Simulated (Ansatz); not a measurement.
The pair A = HCl (SMILES Cl) (first 2 atoms), B = CH6Si (SMILES C[SiH3]); geometry from B3LYP-D3(BJ)/def2-TZVP.
(charge 0, multiplicity 1):
```xyz
10

Cl     0.0439    -0.2238    -0.1516
H     -0.3699    -0.7197     0.9629
C      0.8220     0.8199     3.4575
Si    -0.4311    -0.4918     3.9183
H      1.1455     1.3685     4.3439
H      0.3983     1.5342     2.7501
H      1.7028     0.3726     2.9941
H      0.1403    -1.4808     4.8617
H     -0.8632    -1.2413     2.7041
H     -1.6457     0.1056     4.5204
```

Cores are frozen in the correlated methods. MP2 and its Hartree–Fock in aug-cc-pV(T+d)Z are density fitted.

Programs: Ansatz (Gaussian basis) for Hartree–Fock, density functionals and correlated methods. 

The counterpoise-corrected interaction energy is E(AB) − E(A in the pair's basis) − E(B in the pair's basis). Total energies (hartree):

| level | AB | A in the pair's basis | B in the pair's basis |
|---|---|---|---|
| HF/aug-cc-pV(D+d)Z | -790.3942647 | -460.0947736 | -330.3009084 |
| MP2/aug-cc-pV(D+d)Z | -790.8318868 | -460.2580627 | -330.5714751 |
| HF/aug-cc-pV(T+d)Z | -790.4331559 | -460.1084086 | -330.3261880 |
| MP2/aug-cc-pV(T+d)Z | -790.9697219 | -460.3169703 | -330.6497954 |
| CCSD(T)/aug-cc-pV(D+d)Z | -790.9059963 | -460.2806303 | -330.6233745 |

Question: Work out the counterpoise-corrected interaction energy at the basis-set limit: extrapolate the MP2 correlation part as X⁻³, take Hartree–Fock from the larger set, and add the CCSD(T) − MP2 difference of aug-cc-pV(D+d)Z.

Answer: 
1. Differences (1 hartree = 627.509 kcal/mol): HF/aug-cc-pV(D+d)Z 0.889; MP2/aug-cc-pV(D+d)Z -1.474; HF/aug-cc-pV(T+d)Z 0.904; MP2/aug-cc-pV(T+d)Z -1.855; CCSD(T)/aug-cc-pV(D+d)Z -1.250.
2. Correlation parts, MP2 less HF: -2.363 in aug-cc-pV(D+d)Z (X = 2), -2.759 in aug-cc-pV(T+d)Z (X = 3).
3. Limit (3³·(-2.759) − 2³·(-2.363))/(3³ − 2³) = -2.926; with HF/aug-cc-pV(T+d)Z it gives -2.022.
4. CCSD(T) less MP2 in aug-cc-pV(D+d)Z: 0.224.
Result: -1.80 kcal/mol, against -1.47 at MP2/aug-cc-pV(D+d)Z. It is an estimate of this method's limit, not of the exact value.

Ansatz is a first-principles code.
